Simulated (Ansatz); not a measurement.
Gas-phase reaction (SMILES): FB(Br)Br -> F[B]Br + Br atom; the B-Br bond at the site shown breaks (other sites are not compared here).

Geometries: B3LYP-D3(BJ)/def2-TZVP minima from Ansatz (an electronic-structure program). Valence correlation only, unless marked. Open shells are spin-unrestricted. Spin-orbit coupling is left out. Frozen are the shells of the preceding noble gas and the d and f shells that filled before the atom's block. No relativistic terms. Basis-set limits of correlation are two-point, X^-3; Hartree-Fock from the larger set. Thermal terms are rigid-rotor harmonic-oscillator values from B3LYP-D3(BJ) frequencies (Ansatz) at 298.15 K and 1 atm. 1 Eh = 627.5095 kcal/mol. Atoms have translation alone.

```
species   E, CCSD(T)/CBS(cc-pVTZ,cc-pVQZ) (Ansatz) (Eh)  E, PBE/def2-TZVPD (Ansatz) (Eh)  H - E (Eh)
--------  ---------------------------------------------  -------------------------------  ----------
FB(Br)Br                                    -5270.07412                      -5272.28341     0.01343
F[B]Br                                      -2697.27268                      -2698.39660     0.00956
Br atom                                     -2572.63391                      -2573.72119     0.00236
```

### Question
Work out ΔE and ΔH at 298.15 K at the first level, then ΔH at the second.

### Answer

1. ΔE = [(-2697.27268) + (-2572.63391)] - [(-5270.07412)] = 0.16753 Eh = 105.1 kcal/mol at CCSD(T)/CBS(cc-pVTZ,cc-pVQZ).
2. The terms H - E add up to -0.00151 Eh, so ΔH = (0.16753 + (-0.00151))×627.5095 = 104.2 kcal/mol.
3. At PBE/def2-TZVPD the same steps give ΔE = 103.9 and ΔH = 103.0 kcal/mol, a shift of -1.2 from the first level.
4. These values are not checked against measurement here, since the tables used lack a sound gas-phase enthalpy of formation for at least one species.
